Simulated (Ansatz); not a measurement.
H2Si2 (SMILES [Si]=[SiH2]) moved off its minimum; all values from Ansatz (a quantum-chemistry and plane-wave program), cores frozen in correlated methods.
(charge 0, multiplicity 1)
```xyz
4

Si    -1.15777     0.15055     0.19188
Si     1.24227    -0.22501    -0.18683
H     -1.77268     1.28267    -0.12463
H     -1.52841    -0.82584     0.83392
```

### Question
Give the forces (eV/Å), the total energy and the dipole at CCSD(T)/aug-cc-pV(T+d)Z.

### Answer

```
atom      Fx      Fy      Fz
----  ------  ------  ------
Si1    7.674   2.758  -4.003
Si2   -2.116   0.446   0.251
H3    -2.239   3.108  -0.687
H4    -3.319  -6.312   4.439
```
Energy -579.1493 hartree, dipole 0.53 D.

Doubts at one or more of the structures used: a restricted determinant that unrestricted orbitals would lower (CCSD(T)/aug-cc-pV(T+d)Z).
